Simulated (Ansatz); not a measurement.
`C[SiH]([AlH2])O[SiH3]` → Al• + C• + 9 H• + O• + 2 Si•  (atomization)

Program: Ansatz. Geometries: PBE0-D4/def2-TZVP. ΔE: electronic, gas phase. CBS: MP2 limit from def2 TZ/QZ plus the TZ coupled-cluster correction, frozen cores. This one scheme is used for every species, atoms too. DFT in def2-TZVPP. B3LYP here is the variant with VWN-RPA as its local correlation; programs differ in this. Open shells (•) are unrestricted, without spin–orbit coupling. Spin–orbit coupling would lower the free atoms: a little for Al, C, O, Si. One conformer a species, not always the lowest.

`C[SiH]([AlH2])O[SiH3]`:

Cartesian coordinates in Å:
```
C 0.116 -1.735 -0.861
Si 0.416 0.077 -0.493
Al 2.750 0.594 0.120
O -0.595 0.565 0.723
Si -2.133 1.012 1.039
H 0.761 -2.065 -1.681
H -0.922 -1.903 -1.160
H 0.326 -2.362 0.009
H 0.046 0.841 -1.730
H 3.117 1.474 1.393
H 3.941 0.052 -0.789
H -2.590 2.035 0.060
H -3.046 -0.162 0.960
H -2.186 1.578 2.409
```

CCSD(T)/CBS gives +1103.3 kcal/mol.

(1) Another level gave +1100.8 kcal/mol. Which?
A. r2SCAN-D4/def2-TZVPP
B. ωB97M-V/def2-TZVPP
C. CCSD(T)/def2-TZVPP
D. B3LYP/def2-TZVPP

Largest T1 diagnostic among the species: 0.018.

Results:

(1) B. ωB97M-V 1100.8, B3LYP 1086.2, CCSD(T)/def2-TZVPP 1075.1, r2SCAN-D4 1099.7 kcal/mol.

The D4 term adds +11.9 kcal/mol with B3LYP and +6.4 kcal/mol with PBE0; it sums over pairs of atoms, weighted by their polarisabilities, and B3LYP, whose exchange is more repulsive, gets the larger term. In def2-TZVPP, CCSD(T) changes the Hartree–Fock value by +237.6 kcal/mol (the triples alone add +10.4 kcal/mol) and MP2 by +240.5 kcal/mol; breaking electron pairs costs correlation energy, which Hartree–Fock lacks.

For atomizations the MP2-based limit and the directly extrapolated one differ by several kJ/mol either way, and by 10 to 25 for some Ge, Se and Sn compounds, so smaller differences from it don't rank the levels.
